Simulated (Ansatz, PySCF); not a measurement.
C2H4ClNSi, SMILES N#CC[SiH2]Cl.

Coordinates come from a B3LYP-D3(BJ)/def2-SVP optimisation. The structure was generated by enumeration, and PubChem lists no compound with its InChIKey, so it may never have been made. Other conformers were not sampled.

Vertical ionisation energy (IE) and electron affinity (EA) in eV. Rows of orbital energies are one-electron estimates. Where ΔSCF, EOM or ADC give a negative EA the extra electron is unbound and the value depends on the basis.

| level | IE | EA |
|---|---|---|
| −ε(HOMO), −ε(LUMO), r2SCAN/def2-TZVP (PySCF) | 7.95 | 0.78 |
| −ε(HOMO), −ε(LUMO), PBE/def2-TZVP (PySCF) | 7.66 | 1.18 |
| ΔSCF, PBE0/def2-SVPD (Ansatz), final states of multiplicity 2 and 2 | 11.02 | -0.97 |
| ΔSCF, PBE/def2-SVPD (Ansatz), final states of multiplicity 2 and 2 | ? | ? |

**Question.** Complete the blanks. (An estimate is asked for; the answer gives what the named calculation found.)

**Answer.** 
- ΔSCF, PBE/def2-SVPD (Ansatz, a quantum-chemistry and plane-wave program), final states of multiplicity 2 and 2, IE: 10.59
- ΔSCF, PBE/def2-SVPD (Ansatz), final states of multiplicity 2 and 2, EA: -0.82

**Question.** What vertical singlet–triplet gap does ΔSCF give with PBE0/def2-SVPD (Ansatz) and with PBE/def2-SVPD (Ansatz)? (The exact figures need the calculation; the answer reports its results.)

**Answer.** 6.33 and 6.30 eV (triplet above singlet where positive).
